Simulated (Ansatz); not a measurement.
Stepwise reaction of `F[Si](F)(S)S` with hydrogen chloride, as a gas-phase model of exchange steps in deposition or etching. ΔE in kJ/mol; ΔG adds harmonic PBE0-D4 terms to CCSD(T)/CBS, at 1 bar.

Isolated molecules relaxed with PBE0-D4/def2-TZVP in Ansatz; ΔE leaves out vibrations. CCSD(T)/CBS is the MP2 limit (def2-TZVPP, def2-QZVPP) plus CCSD(T) − MP2 in def2-TZVPP, frozen cores. This one scheme is used for every species. DFT in def2-TZVPP. B3LYP here is the variant with VWN-RPA as its local correlation; programs differ in this. Each species was taken in one conformer, which may not be the lowest.

```csv
step,reaction,PBE-D4,B3LYP-D4,ωB97M-V,CCSD(T)/CBS,ΔG(500 K)
1,`F[Si](F)(S)S` + HCl → `F[Si](F)(S)Cl` + H₂S,-30.4,-35.8,-37.6,-35.9,-39.6
2,`F[Si](F)(S)Cl` + HCl → `F[Si](F)(Cl)Cl` + H₂S,-30.5,-35.6,-37.5,-36.3,-35.1
```

(1) By hand: ΔE of the 2 steps together at CCSD(T)/CBS.

## Answers

(1) (-35.9) + (-36.3) = -72.2 kJ/mol, or -36.1 kJ/mol a step.

In ΔE the steps differ by no more than 0.4 kJ/mol. All are downhill at CCSD(T)/CBS. ΔG lies between -39.6 and -35.1 kJ/mol a step. PBE-D4 differs from CCSD(T)/CBS by 5.5 to 5.8 kJ/mol a step. Isolated molecules leave out the surface, adducts and barriers. Largest T1 diagnostic: 0.012.
